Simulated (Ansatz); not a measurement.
Reaction (isomerisation): `C=[CH][SnH2][Br]` → `C[CH2][Sn][Br]`

Computed with Ansatz on PBE0-D4/def2-TZVP structures; ΔE is electronic, products minus reactants. CCSD(T)/CBS adds triple-zeta CCSD(T) − MP2 to the extrapolated MP2 energy (def2 sets, frozen cores). def2 core potentials past Kr. For Br, Sn outer-core shells are correlated without core-valence functions, which leaves a few kJ/mol of doubt a bond. Scalar relativity is left out up to krypton. Each species was taken in one conformer, which may not be the lowest.

```json
{"species": "`C=[CH][SnH2][Br]`", "HF/def2-TZVPP energy (Eh)": "-2864.45476"}
{"species": "`C[CH2][Sn][Br]`", "HF/def2-TZVPP energy (Eh)": "-2864.49522"}
```

Task: Work out ΔE.

Result: ΔE = (-2864.49522) − (-2864.45476) = -0.04046 Eh = -25.4 kcal/mol. CCSD(T)/CBS gives -28.7 kcal/mol.

Largest T1 diagnostic among the species: 0.012.

From BLYP to BHLYP (50 % exact exchange), in def2-TZVPP and without D4, ΔE moves by +2.7 kcal/mol. Leaving LDA and LC-ωPBE aside and taking each functional with its dispersion term where it has one, the values, not all of them listed here, spread over 8.1 kcal/mol, from revPBE-D4 to B97M-V. LDA lies +0.7 kcal/mol from PBE without D4.
